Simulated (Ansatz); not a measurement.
Compare A (`CC1OC[SiH2]1`) with its isomer B (`C/C([SiH3])=C\O`).

Program: Ansatz. Geometries: PBE0-D4/def2-TZVP. ΔE: electronic, gas phase. CCSD(T)/CBS adds triple-zeta CCSD(T) − MP2 to the extrapolated MP2 energy (def2 sets, frozen cores). Functionals use def2-TZVPP. B3LYP here is the variant with VWN-RPA as its local correlation; programs differ in this. Each species was taken in one conformer, which may not be the lowest.

Which is lower in electronic energy at CCSD(T)/CBS, and by how much? (Best estimate.)

Ansatz gave: B, by 14.8 kcal/mol.

Give E(B) − E(A) in kcal/mol with B2PLYP, PBE0-D4, CCSD/def2-TZVPP, r2SCAN-D4, HF/def2-TZVPP, MP2/def2-TZVPP, B3LYP-D4. (An estimate is asked.)

Ansatz gave: B2PLYP -15.9, PBE0-D4 -13.1, CCSD/def2-TZVPP -14.7, r2SCAN-D4 -14.9, HF/def2-TZVPP -18.4, MP2/def2-TZVPP -15.0, B3LYP-D4 -16.3. None reverses the order clearly.

Largest T1 diagnostic: 0.012.

In def2-TZVPP, CCSD(T) changes the Hartree–Fock value by +3.5 kcal/mol (the triples alone add −0.1 kcal/mol) and MP2 by +3.4 kcal/mol.
